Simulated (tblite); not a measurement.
Species: C₄H₆N₂O.
SMILES with atom numbers: `[CH3:1][CH2:2][c:3]1[n:4][cH:5][n:6][o:7]1` (hydrogens: H8, H9, H10 on C1; H11, H12 on C2; H13 on C5)

Computed with GFN2-xTB (tblite), gas phase: L-BFGS steps from a force-field or distance-geometry start until the largest atomic force falls under 0.01 eV/Å.

Step 3: E = -585.1936 eV
```
atom  x, y, z in Å  |  force x, y, z in eV/Å
C1     -1.7536    0.7351    0.1139   -0.003  -0.012  -0.009
C2     -0.9907   -0.5151   -0.3395   -0.053   0.020  -0.013
C3      0.4642   -0.3704   -0.0846    0.005  -0.037   0.022
N4      1.4052    0.0694   -0.8707   -0.115  -0.047  -0.020
C5      2.5168   -0.0231   -0.0967   -0.065   0.016   0.004
N6      2.2823   -0.4855    1.0931    0.019   0.036  -0.003
O7      0.9453   -0.7135    1.1168   -0.038  -0.070   0.064
H8     -1.4096    1.6129   -0.4275    0.012  -0.028  -0.017
H9     -2.8138    0.5962   -0.0794   -0.008   0.027  -0.014
H10    -1.6202    0.9100    1.1789    0.046  -0.037   0.000
H11    -1.3622   -1.3848    0.2073    0.094   0.037   0.075
H12    -1.1630   -0.6868   -1.4014    0.124   0.088  -0.059
H13     3.4948    0.2560   -0.4279   -0.018   0.007  -0.028
```

Step 4: E = -585.1960 eV
```
atom  x, y, z in Å  |  force x, y, z in eV/Å
C1     -1.7535    0.7342    0.1135   -0.030   0.040   0.011
C2     -0.9935   -0.5135   -0.3403    0.090  -0.046   0.010
C3      0.4634   -0.3725   -0.0828   -0.086  -0.029   0.018
N4      1.4016    0.0674   -0.8706   -0.081  -0.027  -0.026
C5      2.5136   -0.0224   -0.0967    0.069   0.049  -0.074
N6      2.2823   -0.4840    1.0925   -0.014  -0.001   0.057
O7      0.9448   -0.7159    1.1184   -0.015  -0.041   0.041
H8     -1.4091    1.6116   -0.4281    0.013  -0.018  -0.014
H9     -2.8140    0.5973   -0.0800   -0.010   0.027  -0.006
H10    -1.6184    0.9085    1.1788    0.035  -0.035  -0.014
H11    -1.3581   -1.3833    0.2105    0.047   0.024   0.038
H12    -1.1579   -0.6832   -1.4038    0.092   0.067  -0.040
H13     3.4944    0.2563   -0.4291   -0.109  -0.010  -0.003
```

**Question.** Estimate the geometry and energy of step 5. (The exact step hangs on the optimiser's Hessian estimate; all steps are aligned on step 4, rigid shifts and turns removed.)

**Answer.** E = -585.1979 eV, largest force 0.144 eV/Å
```
atom  x, y, z in Å  |  force x, y, z in eV/Å
C1     -1.7541    0.7341    0.1134   -0.020   0.041   0.007
C2     -0.9946   -0.5128   -0.3411    0.120  -0.072   0.020
C3      0.4606   -0.3755   -0.0803   -0.012   0.009  -0.004
N4      1.3972    0.0647   -0.8705   -0.068  -0.021   0.010
C5      2.5103   -0.0211   -0.0975    0.093   0.042  -0.097
N6      2.2818   -0.4821    1.0921   -0.031  -0.024   0.076
O7      0.9443   -0.7190    1.1205   -0.005  -0.005   0.014
H8     -1.4084    1.6100   -0.4291    0.016   0.003  -0.013
H9     -2.8144    0.5989   -0.0808   -0.015   0.022   0.003
H10    -1.6157    0.9062    1.1785    0.020  -0.023  -0.012
H11    -1.3530   -1.3814    0.2147   -0.010   0.000  -0.004
H12    -1.1507   -0.6781   -1.4071    0.057   0.038  -0.002
H13     3.4923    0.2566   -0.4305   -0.144  -0.010   0.003
```

The energy changes by -0.0019 eV. The first-order estimate −F·Δx gives -0.0029 eV and the mean of the old and new forces, exact on a quadratic surface, -0.0019 eV. The step makes an angle of 51° with the force vector and moves no atom by more than 0.009 Å.

What follows is the cost of the whole relaxation. Hardware: one thread, Arm Neoverse N1 (aarch64), shared host with 64 logical CPUs at a one-minute load of 55. Cost: 0.24 s wall.
